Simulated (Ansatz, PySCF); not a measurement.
CH5FO2Si2, SMILES F[Si@H]1OC[SiH2]O1. Atoms are numbered in the order given.

```xyz
11

F      2.2306    -0.1992    -0.4454
Si     0.9902    -0.1975     0.5914
O      0.2316     1.2771     0.5981
C     -1.0304     1.3813    -0.0842
Si    -1.6066    -0.4214    -0.4666
O     -0.2006    -1.2102     0.0325
H      1.5254    -0.5647     1.9081
H     -1.7363     1.9288     0.5619
H     -0.9046     1.9772    -1.0053
H     -2.7691    -0.8655     0.3483
H     -1.8778    -0.6674    -1.9075
```

Geometry: B3LYP-D3(BJ)/def2-SVP. The structure was generated by enumeration; whether it is a known compound was not checked. The values are those of a single conformer.

Two levels are set side by side: PBE-D3(BJ)/def2-SVP (Ansatz, a program for electronic structure) and B3LYP-D3(BJ)/def2-SVP (Ansatz). Each level has its own optimised geometry; the coordinates shown are those of the second. Frequencies come from the Hessian of PySCF at each geometry. Differences are taken from unrounded values.

```json
[
 {"quantity": "mean bond length (Å)", "B3LYP-D3(BJ)": "1.513", "PBE-D3(BJ)": "1.524", "PBE-D3(BJ) minus B3LYP-D3(BJ)": "0.011"},
 {"quantity": "bond F1–Si2 (Å)", "B3LYP-D3(BJ)": "1.617", "PBE-D3(BJ)": "1.629", "PBE-D3(BJ) minus B3LYP-D3(BJ)": "0.012"},
 {"quantity": "bond Si2–O3 (Å)", "B3LYP-D3(BJ)": "1.658", "PBE-D3(BJ)": "1.673", "PBE-D3(BJ) minus B3LYP-D3(BJ)": "0.015"},
 {"quantity": "bond Si2–O6 (Å)", "B3LYP-D3(BJ)": "1.660", "PBE-D3(BJ)": "1.673", "PBE-D3(BJ) minus B3LYP-D3(BJ)": "0.013"},
 {"quantity": "bond O3–C4 (Å)", "B3LYP-D3(BJ)": "1.438", "PBE-D3(BJ)": "1.441", "PBE-D3(BJ) minus B3LYP-D3(BJ)": "0.002"},
 {"quantity": "bond C4–Si5 (Å)", "B3LYP-D3(BJ)": "1.931", "PBE-D3(BJ)": "1.937", "PBE-D3(BJ) minus B3LYP-D3(BJ)": "0.006"},
 {"quantity": "bond Si5–O6 (Å)", "B3LYP-D3(BJ)": "1.688", "PBE-D3(BJ)": "1.702", "PBE-D3(BJ) minus B3LYP-D3(BJ)": "0.014"},
 {"quantity": "bond Si2–H7 (Å)", "B3LYP-D3(BJ)": "1.468", "PBE-D3(BJ)": "1.482", "PBE-D3(BJ) minus B3LYP-D3(BJ)": "0.014"},
 {"quantity": "bond C4–H8 (Å)", "B3LYP-D3(BJ)": "1.103", "PBE-D3(BJ)": "1.111", "PBE-D3(BJ) minus B3LYP-D3(BJ)": "0.009"},
 {"quantity": "bond C4–H9 (Å)", "B3LYP-D3(BJ)": "1.104", "PBE-D3(BJ)": "1.113", "PBE-D3(BJ) minus B3LYP-D3(BJ)": "0.009"},
 {"quantity": "bond Si5–H10 (Å)", "B3LYP-D3(BJ)": "1.488", "PBE-D3(BJ)": "1.502", "PBE-D3(BJ) minus B3LYP-D3(BJ)": "0.014"},
 {"quantity": "bond Si5–H11 (Å)", "B3LYP-D3(BJ)": "1.487", "PBE-D3(BJ)": "1.501", "PBE-D3(BJ) minus B3LYP-D3(BJ)": "0.014"},
 {"quantity": "highest harmonic wavenumber (cm⁻¹)", "B3LYP-D3(BJ)": "3085", "PBE-D3(BJ)": "3019", "PBE-D3(BJ) minus B3LYP-D3(BJ)": "-66"},
 {"quantity": "mean harmonic wavenumber (cm⁻¹)", "B3LYP-D3(BJ)": "1088", "PBE-D3(BJ)": "1052", "PBE-D3(BJ) minus B3LYP-D3(BJ)": "-36"},
 {"quantity": "zero-point energy (kcal/mol)", "B3LYP-D3(BJ)": "42.00", "PBE-D3(BJ)": "40.62", "PBE-D3(BJ) minus B3LYP-D3(BJ)": "-1.37"}
]
```

GGA bonds tend to be longer and softer than those of functionals with exact exchange. Differences between two approximate levels are no errors against the true value.
